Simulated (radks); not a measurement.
Problem. Species: In29+. Configuration: [Ar] 3d2. All-electron calculation, scalar-relativistic Kohn-Sham, SCAN, spin-polarised, spherical densities, finite nucleus; open shells are filled with parallel spins first (spin-orbit coupling, left out, can overturn this in heavy ions); meta-GGA in the generalised Kohn-Sham scheme; Fermi nuclear charge, rms radius 4.6156 fm. Program: a radial shooting solver on a logarithmic mesh with Libxc functionals. Some entries of the table are withheld. Estimate them.

orbital,occ.,eigenvalue (eV),<r^2> (bohr^2)
1s up,1,-29167.99,0.001195
1s down,1,-29167.82,0.001195
2s up,1,-5519.228,0.01914
2s down,1,-5509.800,0.01909
2p up,3,-5095.221,0.01508
2p down,3,-5088.241,0.01504
3s up,1,-1940.429,0.1177
3s down,1,-1930.784,0.1183
3p up,3,-1801.906,(1)
3p down,3,-1791.653,(2)
3d up,2,-1615.377,0.09199

Solution. 
(1) 3p up <r^2> (bohr^2): 0.1140
(2) 3p down <r^2> (bohr^2): 0.1147
